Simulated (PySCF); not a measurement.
Computed structure and properties of [TmBr2]+

System: [TmBr2]+ (singlet in the valence; each metal's 4f electrons, 12 of them, lie in its core potential, out of spins and levels); start: template (C2v). Method: PySCF 2.14.0, RKS PBE0, Tm lcecp-1-SVP with ECP58, Br def2-SVP; non-relativistic Hamiltonian with scalar-relativistic core potentials where named; density fitting; no spin-orbit coupling.

Input of the relaxation:

```python
mol = gto.M(atom='''
Tm     0.00000     0.00000    -0.53765
Br     2.48720    -0.00000     0.57545
Br    -2.48720     0.00000     0.57545''',
    basis={'Tm': 'lcecp-1-SVP', 'Br': 'def2-SVP'},
    ecp={'Tm': 'lcecp-1-SVP'},
    charge=1, spin=0)
mf = dft.RKS(mol, xc='PBE0')
mf.grids.atom_grid = (50, 194)  # f atoms: unpruned, at least (60, 302)
mf = mf.density_fit()  # fitting sets: Tm AutoAux, Br def2-universal-JKFIT
mf.conv_tol = 1e-08; mf.max_cycle = 55
mf.kernel(dm0)  # dm0: converged density of the start geometry
# quasi-Newton relaxation in Cartesian coordinates to a largest gradient under 0.00045 Eh/bohr, steps kept in the point group
```

Run from Python with OMP_NUM_THREADS=2; the lines above give its settings. Where DIIS fails, smearing, a level shift and second-order steps follow.
It took 28 s on 2 threads of Arm Neoverse V2, on a shared host, from the converged density of the start.

Course of the relaxation:

| step | energy above end (eV) | largest force component within the symmetry (eV/Å) |
| --- | --- | --- |
| 0 | 0.6478 | 2.086 |
| 1 | 0.2221 | 1.213 |
| 2 | 0.0900 | 0.762 |
| 3 | 0.0527 | 0.182 |
| 4 | 0.0268 | 0.283 |
| 5 | 0.0088 | 0.371 |
| 6 | 0.0012 | 0.097 |
| 7 | 0.0000 | 0.005 |

Relaxed geometry (C2v):

```xyz
3

Tm    0.0000    0.0000   -0.7080
Br    2.0798    0.0000    0.6606
Br   -2.0798    0.0000    0.6606
```

```tsv
contact	Å
Tm1–Br2 (Br)	2.490
Tm1–Br3 (Br)	2.490
```

On the finer grid (75, 302):

```
HOMO                                                          : -13.10 eV
LUMO                                                          : -8.15 eV
Dipole about the centre of mass                               : 6.77 D
Set of Mulliken populations of Tm1 outside the core potential : s 2.31, p 6.24, d 1.18, f 0.03
D3(BJ) dispersion energy (not in the energies)                : -0.077 eV
```

| atom | Mulliken (e) | Löwdin (e) | spin (e) |
| --- | --- | --- | --- |
| Tm1 | 1.24 | 0.57 | 0.00 |
| Br2 | -0.12 | 0.22 | 0.00 |
| Br3 | -0.12 | 0.22 | 0.00 |

The 4f levels lie in the core potential and are missing. Their spin isn't counted.

On the grid (50, 194), as all that follows. Harmonic modes: a minimum within the noise of the softest modes; lowest 50 cm⁻¹ (negative: unstable), highest 276 cm⁻¹, zero-point energy 0.036 eV.

Taking off one Br (charge -1, singlet; the rest: singlet) in vacuum, both parts rigid, costs 14.04 eV; the small basis without counterpoise inflates it. Most of it is the attraction of opposite charges; other ways to part are cheaper, and one spin state was tried for the rest.

Rigid scan of Br along the line from its metal:

```tsv
distance to Br2 (Å)	energy (eV)
2.19	0.970
2.29	0.375
2.39	0.080
2.49	0.000
2.59	0.065
2.69	0.231
2.89	0.735
3.19	1.649
3.59	2.806
4.09	3.911
```

One start shape was tried, so this needn't be the lowest isomer.

An lcecp potential fixes the number of 4f electrons, so in runs with it no electron can move into or out of that shell.
